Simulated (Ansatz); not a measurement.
Computed with Ansatz on PBE0-D4/def2-TZVP structures; ΔE is electronic, products minus reactants. CCSD(T)/CBS adds triple-zeta CCSD(T) − MP2 to the extrapolated MP2 energy (def2 sets, frozen cores). Functionals use def2-TZVPP. B3LYP here is the variant with VWN-RPA as its local correlation; programs differ in this. Each species was taken in one conformer, which may not be the lowest.

Reaction (substitution at a C–Si bond): `C[SiH2]C(O)(F)F` + `CCB(O)O` → `CCB(O)OC` + `OC(F)(F)[SiH3]`

```
             level  ΔE (kJ/mol)
               PBE        102.1
              PBE0        104.2
             B3LYP         96.6
CCSD(T)/def2-TZVPP        101.0
```

**Question.** What does CCSD(T)/CBS give? (Estimate.)

**Answer.** Computed: +104.2 kJ/mol. The listed levels differ from it by -2.1, 0.0, -7.6, -3.2 kJ/mol.

Largest T1 diagnostic among the species: 0.013.

In def2-TZVPP, CCSD(T) changes the Hartree–Fock value by +11.1 kJ/mol (the triples alone add +0.6 kJ/mol) and MP2 by +17.9 kJ/mol.
